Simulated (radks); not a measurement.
Values are calculated unless marked as measured or tabulated.
These are the eigenvalues of the occupied orbitals of an atom or ion with whole-number occupations (hartree). Level of theory: non-relativistic Kohn-Sham, SCAN, spin-unpolarised, spherical densities, point nucleus; meta-GGA in the generalised Kohn-Sham scheme (a radial shooting solver on a logarithmic mesh with Libxc functionals).

orbital  eigenvalue
1s        -1359.129
2s        -210.9991
2p        -199.1874
3s        -45.40680
3p        -40.29655
3d        -30.83917
4s         -9.24915
4p         -7.34080
4d         -4.02478
5s         -1.36819
5p         -0.84991
5d         -0.13273
6s         -0.13128

Which element is it, and in what charge state? The configuration may be excited.

Answer. Z = 57, lanthanum, charge 0: La in [Xe] 5d1 6s2. The list shows which subshells hold electrons but not how many an open one holds; the 1s level, -1359.1 hartree, gives Z - s = 52.1 by -(Z - s)^2/2, which with screening narrows Z to a few neighbours, and the depths of the outer levels then fix element, charge and occupations together.
